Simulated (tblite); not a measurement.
Species: C₇H₁₃FNP.
Cartesian coordinates in Å at the GFN2-xTB level; atoms count from 1:
```
atom  x, y, z in Å
C1    -2.4860   -0.8325    0.3663
N2    -1.5603    0.2658    0.1974
C3    -2.2515    1.5107   -0.0685
C4    -0.5675   -0.0251   -0.8116
P5     0.5521   -1.4077   -0.1985
C6     1.9948   -1.0029   -1.2304
C7     2.8501   -0.2048   -0.6094
F8     4.0062    0.2188   -1.1589
C9     2.5384    0.2900    0.7654
C10    1.3109   -0.4891    1.2476
H11   -1.9223   -1.7263    0.6373
H12   -3.1786   -0.5969    1.1731
H13   -3.0625   -1.0464   -0.5469
H14   -1.5266    2.3220   -0.1228
H15   -2.8231    1.4883   -1.0093
H16   -2.9398    1.7155    0.7508
H17   -1.0126   -0.3327   -1.7753
H18    0.0417    0.8679   -0.9831
H19    2.1443   -1.4131   -2.2142
H20    2.3478    1.3663    0.7247
H21    3.3980    0.1392    1.4223
H22    1.5966   -1.2318    1.9952
H23    0.5451    0.1516    1.6867
```

Level: GFN2-xTB in tblite, geometry and Hessian alike; calculated harmonic values, unscaled, isolated species. Against measured fundamentals such values can be off by several per cent, at times by over 20. One conformer, not necessarily the lowest.

Harmonic wavenumbers (cm⁻¹): 35.4, 48.3, 81.7, 92.0, 172.1, 217.1, 231.0, 267.2, 283.2, 362.2, 371.1, 383.6, 432.3, 443.1, 477.8, 521.0, 694.6, 731.0, 756.0, 791.0, 802.1, 859.8, 888.1, 904.1, 946.0, 1039.3, 1047.4, 1057.2, 1077.5, 1088.4, 1104.2, 1112.4, 1162.4, 1164.0, 1203.6, 1229.5, 1238.5, 1266.0, 1278.9, 1304.0, 1410.7, 1421.7, 1439.2, 1441.7, 1468.5, 1478.3, 1484.1, 1493.3, 1494.4, 1674.2, 2785.4, 2851.6, 2860.1, 2929.3, 2943.2, 2968.3, 2978.0, 2985.0, 2990.7, 3008.9, 3012.9, 3015.9, 3114.4.

A = 2351, B = 605.8, C = 583.8 MHz; mass 161.077 u (most abundant isotopes); point group C1, symmetry number 1.

Question: Zero-point energy?

Answer: Half the sum of the wavenumbers: 41207 cm⁻¹ = 117.82 kcal/mol.

Question: Entropy at 350 K, 1 bar (ideal gas, RRHO, classical rotation)?

Answer: Translation 41.96, rotation 30.81, vibration 42.58: S = 115.4 cal/(mol K).

Question: And Cp and H(350 K) − H(0)?

Answer: Cp = 51.11 cal/(mol K), of which vibrations give 43.16 (their classical limit is 63 R = 125.2); H(350 K) − H(0) = 10.41 kcal/mol without the zero-point energy, 7.62 from vibrations.

Question: What must be added to the electronic energy to get the Gibbs energy at 350 K and 1 bar?

Answer: ZPE + [H(350 K) − H(0)] − T·S = 117.82 + 10.41 − 40.37 = 87.86 kcal/mol.

Question: Blend soft modes into free rotors: weight 1/[1 + (100 cm⁻¹/ν̃)⁴] for the oscillator and the rest for a rotor with moment μB/(μ + B), μ = h/(8π²ν), B = 10⁻⁴⁴ kg m². What vibrational entropy results?

Answer: 38.29 cal/(mol K) in place of 42.58, which changes −T·S at 350 K by +1.50 kcal/mol.

Question: How do the functions run with temperature in this model?

Answer: 
```tsv
T (K)	S (cal/(mol K))	Cp (cal/(mol K))	H − H(0) (kcal/mol)	G − H(0) (kcal/mol)	ln q(vib)
100	74.2	20.8	1.44	-5.99	2.52
200	92.4	32.8	4.13	-14.35	5.73
300	108.0	44.9	8.00	-24.38	8.90
500	136.5	67.6	19.36	-48.87	15.14
800	173.5	89.9	43.27	-95.54	24.17
1000	194.7	99.5	62.27	-132.41	29.81
```

q(vib) and H(0) count from the zero-point level.

Question: Which modes carry the vibrational entropy at 350 K?

Answer: 35.4 cm⁻¹: 5.82; 48.3 cm⁻¹: 5.20; 81.7 cm⁻¹: 4.16; 92.0 cm⁻¹: 3.93; 172.1 cm⁻¹: 2.72; 217.1 cm⁻¹: 2.28 cal/(mol K); the other 57 give 18.47 together.

Hindered rotation and anharmonicity are outside this model. Other conformers, if any are populated, would add a mixing term that is left out. The structure is chiral; the term R ln 2 for an equal mix with its mirror image is left out.

Hardware: one thread of an Intel Xeon 6975P-C (shared host). Cost: 0.95 s. This covers the Hessian and the dipole derivatives.
